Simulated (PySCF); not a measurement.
# How the method changes the constants of CaHg⁺

State: ²Σ⁺ (doublet), unpaired electrons σ ↑. Set-up: basis Ca def2-SVP, Hg def2-SVP with ECP60; scalar-relativistic core potentials; PySCF 2.14. De refers to Ca⁺ + Hg in their ground configurations, without counterpoise correction. The functionals are run spin-unrestricted. A positive dipole points towards Hg; it is taken about the centre of mass and depends on that origin.

```
      Level  Re (Å)  ωe (cm⁻¹)  De (eV)  μ (D)
        UHF   3.564       73.3    0.247  -9.94
    UHF-MP2   3.345       87.0    0.336    n/a
UHF-SCS-MP2   3.386       83.2    0.311    n/a
   UHF-CCSD   3.394       86.3    0.347    n/a
UHF-CCSD(T)   3.387       87.1    0.357    n/a
        LDA   3.110        117     0.62  -9.19
        PBE   3.244        102    0.487  -9.58
     r²SCAN   3.228        104    0.490  -9.45
      TPSSh   3.265        100    0.458  -9.54
       PBE0   3.284       98.5    0.442  -9.58
    r²SCAN0   3.272       99.3    0.450  -9.54
```

Task: Which functional lies closest to UHF-CCSD(T) in De, which farthest, and by how much do they differ from it?

Result: Closest is PBE0 (-10.3 pm in Re, +13.1 % in ωe, +0.09 eV in De against UHF-CCSD(T) in the same basis), farthest LDA (-27.7 pm in Re, +34.3 % in ωe, +0.26 eV in De). CCSD(T) converges more slowly with the basis than the functionals do and binds too weakly in this one, so the order can change at the basis-set limit.

Task: What does a quarter of exact exchange do here, going from PBE to PBE0?

Result: PBE0 less PBE: +4.0 pm in Re, -3.4 % in ωe, -0.04 eV in De. Exact exchange removes part of the self-interaction that spreads semilocal densities, and in most molecules shortens and stiffens the bond and lowers De; here Re and ωe go the other way.

Task: What does the step from GGA to meta-GGA do here, going from PBE to r²SCAN?

Result: r²SCAN less PBE: -1.6 pm in Re, +2.0 % in ωe, +0.00 eV in De. 

Correlated steps freeze 5 core orbitals. Correlated levels converge slowly with the basis: in double zeta they bind strong bonds too weakly, by up to about 1 eV, and carry superposition errors of some tenths. Spin–orbit coupling is left out. For an ion De counts to the pair picked by the measured ionisation energies or electron affinities, which need not be the lowest pair at this level. The state is the lowest determinant that a PBE0 search found; another state may lie lower at other levels.

The whole job (state search and all levels along the bond) took about 2.5 min on 1 thread of Intel Xeon 6975P-C (shared host), peak memory 0.73 GiB.
